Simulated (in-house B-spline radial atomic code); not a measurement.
A fraction x of an electron is moved 4p → 4d in the tin ion Sn⁵⁺, starting from [Kr] 4d9 and keeping the highest spin. Method: scalar-relativistic (X2C) LDA VWN5, spin-polarised, spherical fractional occupations, Fermi nucleus of rms radius 4.6519 fm. Calculated with an all-electron radial atomic-structure program (B-spline basis).

| x | E(x) - E(0) (eV) | 4p down level (eV) | 4d down level (eV) |
| --- | --- | --- | --- |
| 0 | 0.0000 | -151.488 | -86.328 |
| 0.125 | 8.1464 | -151.638 | -86.455 |
| 0.25 | ? | ? | ? |
| 0.375 | 24.4481 | -151.937 | -86.707 |
| 0.5 | 32.6033 | -152.086 | -86.832 |
| 0.625 | ? | ? | ? |
| 0.75 | 48.9226 | -152.381 | -87.081 |
| 0.875 | 57.0866 | -152.529 | -87.205 |
| 1 | 65.2536 | -152.675 | -87.328 |

(1) What belongs in the row x = 0.25?

(2) What belongs in the row x = 0.625?

(3) Check Janak's theorem between x = 0.375 and 0.5.

Answers

(1) An energy change of 16.2958 eV; 4p down at -151.788 eV, 4d down at -86.581 eV.

(2) An energy change of 40.7615 eV; 4p down at -152.234 eV, 4d down at -86.957 eV.

(3) The slope of the energy is 65.24 eV; the orbital levels give 65.24 eV (ε of the receiving orbital less ε of the emptying one, averaged over the two points).
